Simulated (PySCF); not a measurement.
CuI2 holds Cu(II), d9, at total charge 0. The structure is a model geometry with rigid ligands and bond lengths from ionic radii, not a minimum; coordination linear, point group D∞h, metal–donor distances 2.55 Å.

The d shell alone is too small an active space for CuI2 (Cu(II) with such soft donors has much ligand-hole, Cu(I)-like character): its levels, fitted parameters, g values and moments show what this model gives and aren't sound predictions.

```
3

Cu    0.000    0.000    0.000
I     0.000    0.000    2.550
I     0.000    0.000   -2.550
```

Method (PySCF 2.14, density fitting): CASSCF(9,5) with orbitals averaged over all microstates of the shell, strongly contracted NEVPT2 on the averaged canonical orbitals; basis x2c-TZVPall on the metal, x2c-SVPall elsewhere; spin-free X2C; gas phase; spin-orbit coupling by state interaction with the mean-field operator over all roots.

What is the ground state?

2Σg+ (S = 1/2, orbital degeneracy 1), orbital occupations from the lowest 2.0 2.0 2.0 2.0 1.0, by NEVPT2.

Where do the spin-allowed transitions within the shell lie?

By NEVPT2: 2Πg at 1268 cm⁻¹; 2Δg at 4179 cm⁻¹. All are electric-dipole forbidden at this geometry.

What ligand-field parameters describe the result?

At NEVPT2 level: orbital energies 0, 0, 2911, 2911, 4179 cm⁻¹; ζ = 796 cm⁻¹ (free ion 818).

What magnetic behaviour follows?

The ground doublet has g = 1.675, 3.413, 3.413. μeff is 2.89 μB at 300 K and 2.57 μB at 10 K; the spin-only value is 1.73 μB.

Ligand-hole states mix strongly into such Cu(II) halides; the d shell alone makes them too ionic, overstates g shifts and moments and can put the wrong state lowest. NEVPT2 lifts 2Δg from 2564 to 4179 cm⁻¹; on the d shell alone such lifts tend to overshoot.

The job took 9.4 s on one thread of Arm Neoverse V1 (shared host), with 120 basis functions, launched as `OMP_NUM_THREADS=1 python lf_run.py task.json out`.
